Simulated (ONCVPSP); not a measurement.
How hard is this tellurium (Te) ONCV potential?

* Element: tellurium (Te)
* Generator: ONCVPSP 4.0.1
* Type: optimised norm-conserving Vanderbilt (ONCV)
* Functional: PBE
* Relativity: fully relativistic
* Frozen core: [Kr] 4d10
* Valence charge: 6
* Reference configuration: 5s1 5p5
* Partial waves: 5s: rc 1.90 bohr, ncon 4, nbas 7, qcut 3.2 1/bohr, 1 projector; 5p: rc 2.10 bohr, ncon 5, nbas 8, qcut 4.5 1/bohr, 1 projector
* Local potential: polynomial inside 1.80 bohr (lpopt 4, dvloc0 2 Ha)
* Core correction: Teter function, fcfact 2, rcfact 1.65

Open shells are filled in proportion to 2j + 1.

**Question.** For each optimised wave give the share of its norm inside rc, the residual kinetic energy above qcut (Ha) and the cutoffs (Ha) for errors of 10, 1, 0.1 and 0.01 mHa per electron.

**Answer.**

```tsv
wave	norm inside rc	residual KE	10 mHa	1 mHa	0.1 mHa	0.01 mHa
5s	0.450	1.1e-02	5.3	23.9	32.1	37.6
5p j=3/2	0.319	6.2e-05	3.9	7.3	9.6	37.4
5p j=1/2	0.365	1.4e-04	4.8	8.2	11.0	24.9
```

The occupied waves need 24 Ha and 32 Ha for 1 and 0.1 mHa.
